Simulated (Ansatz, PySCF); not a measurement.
C4H2BrCl, SMILES C#C/C(Br)=C\Cl. Atoms are numbered in the order given.

```xyz
8

C      2.6600    -0.6894     0.0003
C      1.4787    -0.4296    -0.0005
C      0.0870    -0.1046    -0.0015
Br    -0.3408     1.7369    -0.0073
C     -0.9124    -0.9981     0.0013
Cl    -0.6350    -2.6901     0.0065
H      3.7098    -0.9270     0.0011
H     -1.9610    -0.6944     0.0003
```
Charge 0, spin multiplicity 1.

Geometry: ωB97X-D3(BJ)/def2-SVP. The structure was generated by enumeration; whether it is a known compound was not checked.

Two levels are set side by side: PBE-D3(BJ)/def2-SVP (Ansatz, an electronic-structure program) and ωB97X-D3(BJ)/def2-SVP (PySCF). Each level has its own optimised geometry; the coordinates shown are those of the second. Frequencies come from the Hessian of PySCF at each geometry. Differences are taken from unrounded values.

```json
[
 {"quantity": "mean bond length (Å)", "ωB97X-D3(BJ)": "1.393", "PBE-D3(BJ)": "1.403", "PBE-D3(BJ) minus ωB97X-D3(BJ)": "0.010"},
 {"quantity": "bond C1–C2 (Å)", "ωB97X-D3(BJ)": "1.209", "PBE-D3(BJ)": "1.226", "PBE-D3(BJ) minus ωB97X-D3(BJ)": "0.017"},
 {"quantity": "bond C2–C3 (Å)", "ωB97X-D3(BJ)": "1.429", "PBE-D3(BJ)": "1.412", "PBE-D3(BJ) minus ωB97X-D3(BJ)": "-0.017"},
 {"quantity": "bond C3–Br4 (Å)", "ωB97X-D3(BJ)": "1.890", "PBE-D3(BJ)": "1.919", "PBE-D3(BJ) minus ωB97X-D3(BJ)": "0.028"},
 {"quantity": "bond C3–C5 (Å)", "ωB97X-D3(BJ)": "1.341", "PBE-D3(BJ)": "1.360", "PBE-D3(BJ) minus ωB97X-D3(BJ)": "0.019"},
 {"quantity": "bond C5–Cl6 (Å)", "ωB97X-D3(BJ)": "1.715", "PBE-D3(BJ)": "1.722", "PBE-D3(BJ) minus ωB97X-D3(BJ)": "0.007"},
 {"quantity": "bond C1–H7 (Å)", "ωB97X-D3(BJ)": "1.076", "PBE-D3(BJ)": "1.081", "PBE-D3(BJ) minus ωB97X-D3(BJ)": "0.005"},
 {"quantity": "bond C5–H8 (Å)", "ωB97X-D3(BJ)": "1.092", "PBE-D3(BJ)": "1.099", "PBE-D3(BJ) minus ωB97X-D3(BJ)": "0.007"},
 {"quantity": "highest harmonic wavenumber (cm⁻¹)", "ωB97X-D3(BJ)": "3484", "PBE-D3(BJ)": "3406", "PBE-D3(BJ) minus ωB97X-D3(BJ)": "-78"},
 {"quantity": "mean harmonic wavenumber (cm⁻¹)", "ωB97X-D3(BJ)": "1065", "PBE-D3(BJ)": "1007", "PBE-D3(BJ) minus ωB97X-D3(BJ)": "-59"},
 {"quantity": "zero-point energy (kcal/mol)", "ωB97X-D3(BJ)": "27.41", "PBE-D3(BJ)": "25.90", "PBE-D3(BJ) minus ωB97X-D3(BJ)": "-1.51"}
]
```

GGA bonds tend to be longer and softer than those of functionals with exact exchange. Differences between two approximate levels are no errors against the true value.
